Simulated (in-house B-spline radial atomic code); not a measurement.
Functionals against successive ionisation energies: Lu to Lu³⁺

Ionisation energies as differences of self-consistent total energies from an all-electron radial atomic-structure program (B-spline basis): all electrons, radial basis limit, scalar-relativistic (one-electron X2C), spin-polarised at highest spin, spherical densities; exact exchange is averaged over the determinants of each configuration. No spin-orbit coupling, Breit or QED terms. NIST's values run from ground level to ground level, so in open shells the differences also hold multiplet and fine-structure energies that spherical high-spin averages miss. Columns give computed minus NIST, in eV; a star marks a semi-empirical value. Species are left out where the tabulated value is theory, is uncertain by more than 0.12 eV, or (13 ions, such as In⁴⁺, Te⁴⁺ and Bi⁴⁺) lies off its series for all methods alike, which flatters the means a little.

| species | shell | NIST (eV) | Hartree-Fock | RPBE | wB97X | LC-wPBE | AM05 |
| --- | --- | --- | --- | --- | --- | --- | --- |
| Lu | 5d | 5.43 | -1.07 | -0.12 | -0.33 | -0.26 | -0.04 |
| Lu⁺ | 6s | 14.13 ± 0.05* | -1.54 | -0.19 | -0.01 | -0.49 | -0.21 |
| Lu²⁺ | 6s | 20.96 | -1.00 | +0.19 | -0.47 | -0.12 | +0.19 |
| Lu³⁺ | 4f | 45.25 ± 0.03* | -3.43 | +1.11 | +0.28 | +0.82 | +1.30 |

(1) How do the methods rank, and which species is hardest?

Answers

(1) Mean absolute (signed) differences: wB97X 0.27 (-0.13) eV; RPBE 0.40 (+0.25) eV; LC-wPBE 0.42 (-0.01) eV; AM05 0.44 (+0.31) eV; Hartree-Fock 1.76 (-1.76) eV. For Lu³⁺, which loses a 4f electron, the nearest method is off by +0.28 eV, the largest such miss. Hartree-Fock comes too low mainly by the correlation energy of the removed electron.
